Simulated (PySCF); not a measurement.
Species: C7H13 (doublet state).
Geometry (GFN2-xTB, Å), atoms numbered from 1 in this order:
```
atom  x, y, z in Å
C1    -1.7446    2.2444    0.1333
C2    -1.2492    1.3150   -0.6098
C3    -1.0857   -0.1563   -0.2246
C4    -1.9464   -1.0088   -1.1534
C5     0.3888   -0.5531   -0.3201
C6     1.2688    0.1980    0.6761
C7     2.7283   -0.2284    0.5746
H8    -2.1516    2.3452    1.1132
H9    -0.9032    1.5270   -1.6158
H10   -1.4297   -0.2870    0.8063
H11   -1.8869   -2.0565   -0.8644
H12   -1.6049   -0.9154   -2.1823
H13   -2.9871   -0.6957   -1.1051
H14    0.4735   -1.6271   -0.1327
H15    0.7479   -0.3639   -1.3350
H16    0.9060    0.0091    1.6892
H17    1.1866    1.2711    0.4908
H18    3.3355    0.3142    1.2954
H19    2.8309   -1.2936    0.7730
H20    3.1175   -0.0276   -0.4213
```

The hyperfine couplings belong to this conformer and change with its torsions.

Identity: `[H]/[C]=C\[C@@H](C)CCC` [radical].

Theory: PySCF 2.14.0, UKS B3LYP, pcH-1 on C H, non-relativistic, mean-field spin-orbit, GIAO. The structure is a single GFN2-xTB conformer in the gas phase; no vibrational or solvent corrections. A GFN2-xTB geometry isn't a minimum of the functional, and hyperfine couplings can be far from their values at a DFT geometry. The SCF solution wasn't tested for stability.

Task: Match the computed a_iso(13C) values +310.4, +75.9, -20.1, -5.0, -3.0 MHz with the sites C1; C2; C3; C4; C5.

Result: 
```tsv
site	a_iso (MHz)	ρ(0) (bohr⁻³)	position	distance from C1 (Å)	spin population	largest |T| (MHz)
C1	+310.4	+0.2761	largest spin population	0.00	+1.03	140.8
C2	-20.1	-0.0179	1 bond from C1	1.29	-0.17	19.5
C3	+75.9	+0.0676	2 bonds from C1	2.52	+0.08	17.7
C4	-5.0	-0.0045	3 bonds from C1	3.50	0.00	1.1
C5	-3.0	-0.0027	3 bonds from C1	3.55	0.00	1.3
```

ρ(0) is the spin density at the nucleus and T the dipolar tensor; entries for several nuclei are means. Largest spin populations (Mulliken): C1 (+1.03), C2 (-0.17) and C3 (+0.08). C1 is the only atom above +0.15. The positive populations add up to 1.17 and the negative ones to -0.17, together 2S = 1.

Examples of negative spin density at the nucleus (bohr⁻³): C2 (-0.0179), C4 (-0.0045) and C5 (-0.0027).

Nuclei that the bonding pattern makes equivalent are averaged, as if the motion that swaps them (rotation, inversion, ring flip) were fast.
